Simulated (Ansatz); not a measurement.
Consider the redistribution: `[CH2]1[AlH][S]1` + `C[CH2][Mg][Br]` → `[Br][Al]1[CH2][S]1` + `C[CH2][MgH]`.

Gas-phase electronic energies from Ansatz, PBE0-D4/def2-TZVP geometries. CCSD(T)/CBS is the MP2 limit (def2-TZVPP, def2-QZVPP) plus CCSD(T) − MP2 in def2-TZVPP, frozen cores. DFT in def2-TZVPP. B3LYP here is the variant with VWN-RPA as its local correlation; programs differ in this. For Br, Mg outer-core shells are correlated without core-valence functions, which leaves a few kJ/mol of doubt a bond. Scalar relativity is left out up to krypton. Each species was taken in one conformer, which may not be the lowest.

```tsv
level	ΔE (kJ/mol)	difference from CCSD(T)/CBS
PBE-D4	62.3	-7.6
BLYP-D4	61.9	-8.0
r2SCAN-D4	67.4	-2.5
B97M-V	55.2	-14.7
B3LYP-D4	65.3	-4.6
B2PLYP	68.9	-1.0
PBE-QIDH	68.4	-1.5
r2SCANh	69.0	-0.9
HF/def2-SVP	79.5	9.6
CCSD/CBS(def2)	72.3	2.4
CCSD(T)/CBS	69.9	0
```

Largest T1 diagnostic among the species: 0.014.

The D4 term adds −5.1 kJ/mol with B3LYP and −2.8 kJ/mol with PBE0; it sums over pairs of atoms, weighted by their polarisabilities, and B3LYP, whose exchange is more repulsive, gets the larger term. From BLYP to BHLYP (50 % exact exchange), in def2-TZVPP and without D4, ΔE moves by +5.3 kJ/mol. At CCSD(T), def2-SVP lies +3.4 kJ/mol from the extrapolated value and def2-TZVPP −6.7 kJ/mol.
